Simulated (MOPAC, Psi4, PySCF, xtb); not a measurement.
Intermolecular potential of CH4 ··· C2H3N (SMILES C and CC#N). Monomers: optimised at B3LYP-D3(BJ) (def2-TZVP), held rigid. Orientation: lowest of the rigid-body minima from ten starts at GFN2-xTB. R is the distance of the centres of mass, along which the second monomer moves.

Computed with: RMP2/3-21G = restricted MP2 (frozen core)/3-21G, no counterpoise correction (PySCF); GFN1-xTB (xtb); PM3, restricted, heats of formation (MOPAC); SAPT0/jun-cc-pVDZ, frozen core (Psi4).

Interaction energies in kJ/mol; the last columns give the difference from SAPT0:

```json
[
 {"R / Å": "3.08", "RMP2/3-21G": "9.45", "GFN1-xTB": "4.23", "PM3": "12.42", "SAPT0/jun-cc-pVDZ": "10.37", "RMP2/3-21G − SAPT0/jun-cc-pVDZ": "-0.92", "GFN1-xTB − SAPT0/jun-cc-pVDZ": "-6.14", "PM3 − SAPT0/jun-cc-pVDZ": "2.05"},
 {"R / Å": "3.30", "RMP2/3-21G": "-0.05", "GFN1-xTB": "-1.18", "PM3": "3.24", "SAPT0/jun-cc-pVDZ": "1.94", "RMP2/3-21G − SAPT0/jun-cc-pVDZ": "-1.99", "GFN1-xTB − SAPT0/jun-cc-pVDZ": "-3.12", "PM3 − SAPT0/jun-cc-pVDZ": "1.30"},
 {"R / Å": "3.48", "RMP2/3-21G": "-3.24", "GFN1-xTB": "-2.68", "PM3": "0.74", "SAPT0/jun-cc-pVDZ": "-1.08", "RMP2/3-21G − SAPT0/jun-cc-pVDZ": "-2.16", "GFN1-xTB − SAPT0/jun-cc-pVDZ": "-1.60", "PM3 − SAPT0/jun-cc-pVDZ": "1.82"},
 {"R / Å": "3.70", "RMP2/3-21G": "-4.38", "GFN1-xTB": "-3.01", "PM3": "-0.12", "SAPT0/jun-cc-pVDZ": "-2.43", "RMP2/3-21G − SAPT0/jun-cc-pVDZ": "-1.95", "GFN1-xTB − SAPT0/jun-cc-pVDZ": "-0.58", "PM3 − SAPT0/jun-cc-pVDZ": "2.31"},
 {"R / Å": "3.87", "RMP2/3-21G": "-4.22", "GFN1-xTB": "-2.81", "PM3": "-0.28", "SAPT0/jun-cc-pVDZ": "-2.61", "RMP2/3-21G − SAPT0/jun-cc-pVDZ": "-1.61", "GFN1-xTB − SAPT0/jun-cc-pVDZ": "-0.20", "PM3 − SAPT0/jun-cc-pVDZ": "2.33"},
 {"R / Å": "4.12", "RMP2/3-21G": "-3.36", "GFN1-xTB": "-2.34", "PM3": "-0.30", "SAPT0/jun-cc-pVDZ": "-2.36", "RMP2/3-21G − SAPT0/jun-cc-pVDZ": "-1.00", "GFN1-xTB − SAPT0/jun-cc-pVDZ": "0.02", "PM3 − SAPT0/jun-cc-pVDZ": "2.06"},
 {"R / Å": "4.38", "RMP2/3-21G": "-2.33", "GFN1-xTB": "-1.85", "PM3": "-0.23", "SAPT0/jun-cc-pVDZ": "-1.90", "RMP2/3-21G − SAPT0/jun-cc-pVDZ": "-0.43", "GFN1-xTB − SAPT0/jun-cc-pVDZ": "0.05", "PM3 − SAPT0/jun-cc-pVDZ": "1.67"},
 {"R / Å": "4.69", "RMP2/3-21G": "-1.39", "GFN1-xTB": "-1.38", "PM3": "-0.16", "SAPT0/jun-cc-pVDZ": "-1.40", "RMP2/3-21G − SAPT0/jun-cc-pVDZ": "0.01", "GFN1-xTB − SAPT0/jun-cc-pVDZ": "0.02", "PM3 − SAPT0/jun-cc-pVDZ": "1.24"},
 {"R / Å": "5.22", "RMP2/3-21G": "-0.59", "GFN1-xTB": "-0.82", "PM3": "-0.08", "SAPT0/jun-cc-pVDZ": "-0.81", "RMP2/3-21G − SAPT0/jun-cc-pVDZ": "0.22", "GFN1-xTB − SAPT0/jun-cc-pVDZ": "-0.02", "PM3 − SAPT0/jun-cc-pVDZ": "0.73"},
 {"R / Å": "5.87", "RMP2/3-21G": "-0.27", "GFN1-xTB": "-0.43", "PM3": "-0.04", "SAPT0/jun-cc-pVDZ": "-0.42", "RMP2/3-21G − SAPT0/jun-cc-pVDZ": "0.15", "GFN1-xTB − SAPT0/jun-cc-pVDZ": "-0.01", "PM3 − SAPT0/jun-cc-pVDZ": "0.38"},
 {"R / Å": "6.92", "RMP2/3-21G": "-0.11", "GFN1-xTB": "-0.16", "PM3": "-0.02", "SAPT0/jun-cc-pVDZ": "-0.17", "RMP2/3-21G − SAPT0/jun-cc-pVDZ": "0.06", "GFN1-xTB − SAPT0/jun-cc-pVDZ": "0.01", "PM3 − SAPT0/jun-cc-pVDZ": "0.15"},
 {"R / Å": "8.17", "RMP2/3-21G": "-0.05", "GFN1-xTB": "-0.06", "PM3": "-0.01", "SAPT0/jun-cc-pVDZ": "-0.07", "RMP2/3-21G − SAPT0/jun-cc-pVDZ": "0.02", "GFN1-xTB − SAPT0/jun-cc-pVDZ": "0.01", "PM3 − SAPT0/jun-cc-pVDZ": "0.06"}
]
```

RMP2/3-21G is furthest from SAPT0/jun-cc-pVDZ at 3.48 (-2.16 kJ/mol, below); its mean absolute difference over the points is 0.88 kJ/mol.

GFN1-xTB is furthest from SAPT0/jun-cc-pVDZ at 3.08 (-6.14 kJ/mol, below); its mean absolute difference over the points is 0.98 kJ/mol.

PM3 is furthest from SAPT0/jun-cc-pVDZ at 3.87 (2.33 kJ/mol, above); its mean absolute difference over the points is 1.34 kJ/mol.
